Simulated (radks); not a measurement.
Results of a calculation; reference values are marked as such.
These are the eigenvalues of the occupied orbitals of an atom or ion with whole-number occupations (eV). Code: a radial shooting solver on a logarithmic mesh with Libxc functionals. Model: non-relativistic Kohn-Sham, TPSS, spin-polarised, spherical densities, point nucleus; meta-GGA in the generalised Kohn-Sham scheme.

1s: -18353.57
2s: -3281.916
2p: -3086.719
3s: -1135.023
3p: -1064.577

Which element is it, and in what charge state? The configuration may be excited. Open shells, if any, are filled with parallel spins first.

Answer. Z = 40, zirconium, charge +22: Zr22+ in [Ar]. The list shows which subshells hold electrons but not how many an open one holds; the 1s level, -674.48 hartree, gives Z - s = 36.7 by -(Z - s)^2/2, which with screening narrows Z to a few neighbours, and the depths of the outer levels then fix element, charge and occupations together.
